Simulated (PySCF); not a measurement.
[PySCF 2.14.0 with density-fitted response routines: GIAO PBE0/pcSseg-1 shieldings; PBE0-D3(BJ)/def2-SVP structure; one conformer; no relativistic terms; isolated molecule; fast rotation and ring inversion assumed for equivalent nuclei]

Scale: TMS for 1H (σref 31.27) and 13C (σref 184.41) (reference shieldings calculated alike). Carbons bonded to boron are broad in practice. Shifts are as computed. Against solution values, carbons near 30 ppm lie about +2 ppm off and those near 130 ppm about +5 ppm. Of 1309 compounds with measured shifts, 239 miss one by over three times the rms of a fit or turn the order of signals round; such compounds aren't used in these exercises. OH and NH positions are gas-phase values without hydrogen bonding to other molecules.

(1) Order these molecules by the shift of their most deshielded carbon-bound hydrogen, lowest δ first.
A. C[C@@H]1C[P@@]1(=O)c1ccoc1
B. CC(C)(C)[SiH2]B(O)O
C. O=C[SiH2]F

(2) Order these molecules by the shift of their most deshielded carbon, lowest δ first.
A. C[C@@H]1C[P@@]1(=O)c1ccoc1
B. CC(C)(C)[SiH2]B(O)O
C. O=C[SiH2]F
D. C[P@](=O)(O)c1ccccc1

(3) How many 13C and 1H signals does each give (equivalence by symmetry and fast rotation, but not about amide C–N or C=N bonds)? `C[C@@H]1C[P@@]1(=O)c1ccoc1`, `C[P@](=O)(O)c1ccccc1`, `O=C[SiH2]F`, `CC(C)(C)[SiH2]B(O)O`

Answers

(1) B (1.12 ppm, hydrogen on a methyl carbon), A (7.94 ppm, hydrogen on an aromatic CH next to the ring oxygen), C (12.10 ppm, hydrogen on a carbonyl carbon).

(2) B (29.5 ppm, methyl carbon), D (140.0 ppm, substituted aromatic carbon), A (158.0 ppm, aromatic CH next to the ring oxygen), C (246.5 ppm, carbonyl carbon).

(3) C[C@@H]1C[P@@]1(=O)c1ccoc1: 7 C, 7 H; C[P@](=O)(O)c1ccccc1: 5 C, 5 H; O=C[SiH2]F: 1 C, 2 H; CC(C)(C)[SiH2]B(O)O: 2 C, 3 H.
